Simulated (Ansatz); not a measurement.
Mulliken charges of H$_{3}$IOSi (`O[SiH2]I`) from PBE/def2-TZVPP in Ansatz (PBE0-D4/def2-TZVP geometry).

```csv
atom,x (Å),y (Å),z (Å),charge (e)
O1,-1.286,-0.391,0.100,-0.330
Si2,0.227,0.209,0.251,0.403
I3,1.840,-1.097,-1.043,-0.166
H4,-1.650,-0.490,-0.781,0.194
H5,0.337,1.598,-0.254,-0.060
H6,0.574,0.106,1.681,-0.043
```

Task: By hand: the dipole of these point charges (1 e Å = 4.8032 D).

Result: Σ q r = (-0.155, 0.200, 0.033) e Å, of length 0.255 e Å = 1.22 D.

Task: How does the dipole of the full density compare? (Estimate.)

Result: Ansatz gave: (-0.198, 0.130, -0.125) e Å, 1.29 D; the point charges give 0.95 times that, at 40° from its direction.

Point charges leave out the atoms' own dipoles, such as those of lone pairs, and Mulliken's split depends on the basis, so the two needn't agree.
